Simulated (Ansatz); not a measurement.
H₇SSbSi₂ (`[SiH3][S][SbH][SiH3]`). Charge 0, multiplicity 1. Sb takes the def2 core potential. All single points use the PBE0-D4/def2-TZVP geometry. It is one conformer, not always the lowest.

```xyz
11

Si   -1.026    2.274   -0.892
S     0.618    1.267    0.016
Sb    0.192   -0.932   -0.956
Si    0.607   -2.086    1.310
H    -2.320    1.648   -0.515
H    -0.986    3.673   -0.396
H    -0.917    2.262   -2.374
H     1.821   -1.174   -1.423
H     1.815   -1.529    1.968
H    -0.585   -1.855    2.165
H     0.780   -3.549    1.097
```

(1) What is the dipole moment at PBE/def2-TZVPP? (Estimate.)

(2) And with r2SCAN, B3LYP, ωB97M-V? (An estimate is asked.)

(3) Give the Mulliken charges with PBE, B3LYP, r2SCAN in def2-TZVPP. (Estimate.)

Results:

(1) Ansatz gave: 1.37 D, with components (-0.55, -1.13, -0.55) D in this frame, pointing from negative to positive charge.

(2) The calculation gave: r2SCAN 1.42 D, B3LYP 1.46 D, ωB97M-V 1.48 D.

(3) The calculation gave: 
| atom | PBE | B3LYP | r2SCAN |
| --- | --- | --- | --- |
| Si1 | 0.24 | 0.30 | 0.34 |
| S2 | -0.34 | -0.39 | -0.40 |
| Sb3 | 0.34 | 0.38 | 0.36 |
| Si4 | 0.06 | 0.11 | 0.14 |
| H5 | -0.04 | -0.06 | -0.07 |
| H6 | -0.04 | -0.05 | -0.06 |
| H7 | -0.04 | -0.06 | -0.06 |
| H8 | -0.07 | -0.09 | -0.08 |
| H9 | -0.02 | -0.04 | -0.04 |
| H10 | -0.03 | -0.05 | -0.05 |
| H11 | -0.04 | -0.06 | -0.06 |

B3LYP here is the variant with VWN-RPA as its local correlation; programs differ in this.
